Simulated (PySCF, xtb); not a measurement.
GeI₂, SMILES [I][Ge][I] (connectivity only; charge and spin as stated), neutral, multiplicity 1.

GFN2-xTB (xtb) at its own geometry gives an orbital gap of 3.23 eV and a dipole moment of 7.08 D.

Geometry: B3LYP-D3(BJ)/def2-SVP. The isomer is the one that the SMILES or the coordinates give; other isomers of the formula were not compared. The def2 effective core potentials stand for the cores of I; spin–orbit coupling is left out.

Q: What does PySCF with r2SCAN/def2-TZVPD give? (Estimate from the structure and the level; the computed values follow.)

A: gap 2.55 eV (levels -6.61 and -4.06 eV), dipole 1.37 D.
